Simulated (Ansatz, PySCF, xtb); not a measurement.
Lewis adduct: AlH3 (SMILES [AlH3]) (first 4 atoms) with AsH3 (SMILES [AsH3]); geometry from B3LYP-D3(BJ)/def2-TZVP, rigid monomers moved along the line of their centres of mass till Al1···As5 is 2.40 Å.
(charge 0, multiplicity 1):
```xyz
8

Al     0.282     0.625     0.561
H     -0.540    -0.293    -0.441
H     -0.247     2.091     0.870
H      1.812     0.289     0.830
As    -0.558    -0.378     2.575
H     -0.093     0.122     3.923
H     -0.339    -1.850     2.839
H     -2.040    -0.357     2.872
```

Interaction energies are E(AB) − E(A) − E(B) at the monomers' geometry in the complex; basis-set methods are counterpoise corrected.

Rows in 6-31G* carry no dispersion term and start afresh at each structure (6-31G* with six Cartesian d functions); the Pople sets are all-electron and without relativity.

The values were computed with Ansatz (Gaussian basis) for Hartree–Fock, density functionals and correlated methods; PySCF for 6-31G* rows, the dispersion terms; xtb for the GFN methods. Each number belongs to the level named beside it.

Problem. One of these levels gives -484.2 meV for the interaction energy. Name it.
A) B3LYP-D4/def2-TZVPPD
B) HF/6-31G*
C) GFN1-xTB
D) PBE-D3(BJ)/def2-TZVPPD

Solution. A, B3LYP-D4/def2-TZVPPD. The others give -762.6 (GFN1-xTB), -183.7 (HF/6-31G*), -629.8 (PBE-D3(BJ)/def2-TZVPPD)

Ansatz is an electronic-structure program.
